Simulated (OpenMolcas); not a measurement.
# Nd4+: the spin-orbit constant, worked from levels

```json
{"Program": "OpenMolcas", "Basis": "ANO-RCC-VQZP [9s8p6d4f3g2h]", "Scalar Hamiltonian": "DKH2, point nucleus", "Active space": "2 electrons in 14 orbitals (4f 5f)", "State averaging": "2S+1 = 3 even, 18 roots; 2S+1 = 1 even, 27 roots", "Spin-orbit coupling": "state interaction with AMFI integrals over the reference wave functions, term energies averaged over their components"}
```

Methods: CASSCF; SS-CASPT2, IPEA 0.25 Eh, imaginary shift 0.1 Eh (closed shells correlated: 5s 5p). Measured levels: the list in Carvajal Gallego et al., Mon. Not. R. Astron. Soc. 518, 332 (2023).

**The spin-orbit constant.** For the Hund term 3H of f2, E(J) = (A/2) J(J+1) + constant and ζ = 2S·A = 2A. From J = 4 to J = 6 the energy changes by 11 A.

```csv
Source,E(6) - E(4),A,ζ
CASSCF,6113.6,555.8,1112
SS-CASPT2,6120.5,556.4,1113
measured,5743.4,522.1,1044
```

All in cm-1. SS-CASPT2 is off by +6.6 % and CASSCF by +6.4 %. Both methods take the spin-orbit matrix elements from the reference wave functions, so the second can move ζ only through the term energies and any multistate remixing. Second-order mixing with other terms is absorbed into this ζ.

CASPT2 does not keep the components of a term degenerate, so their means are used; among the terms shown or strongly mixed into the levels shown the widest spread is 27 cm-1 (4f2 3H, SS-CASPT2). Active for correlation alone: 5f; no level in the range computed is led by a configuration that fills it, so any true level of that kind is missing. Without dynamic correlation excited terms often stand tens of per cent too high (terms of higher spin than the ground term too low), and those without a measured partner can miss by more than the paired ones (holds for CASSCF). Computed and measured levels are paired by configuration, term and J; levels that our copy of the source lacks, or whose pairing is in doubt (as where it misses far off the trend of its configuration), stay unpaired and out of the deviations. Levels of configurations outside the active space are missing.
